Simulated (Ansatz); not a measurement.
# Worked example: vertical ionisation energy of GaH2OF (SMILES [OH][GaH][F])

GaH2OF has 5 atoms, charge 0, and is taken as a singlet. As SMILES, `[OH][GaH][F]`. Geometry: relaxed at PBE0-D4/def2-TZVP. This is one conformer, not always the lowest.

Both states at this one shape; open shells run unrestricted unless said. 1 Eh = 27.2114 eV.

```tsv
level	program	singlet GaH2OF (Eh)	doublet GaH2OF+ (Eh)
revPBE/cc-pVDZ	Ansatz	-2100.952310	-2100.542000
BHLYP/cc-pVDZ	Ansatz	-2101.056022	-2100.624144
CAM-B3LYP/cc-pVDZ	Ansatz	-2101.225507	-2100.787720
CCSD/cc-pVDZ, 11 core orbitals frozen	Ansatz	-2099.231273	-2098.800266
```

Question: Work out the vertical ionisation energy at each level.

Answer: 
1. revPBE/cc-pVDZ: -2100.542000 − (-2100.952310) = 0.410310 Eh = 11.17 eV.
2. BHLYP/cc-pVDZ: -2100.624144 − (-2101.056022) = 0.431878 Eh = 11.75 eV.
3. CAM-B3LYP/cc-pVDZ: -2100.787720 − (-2101.225507) = 0.437787 Eh = 11.91 eV.
4. CCSD/cc-pVDZ: -2098.800266 − (-2099.231273) = 0.431007 Eh = 11.73 eV.

No measured value is set beside it here; the levels span 11.17 to 11.91 eV. All-electron rows are non-relativistic unless named.
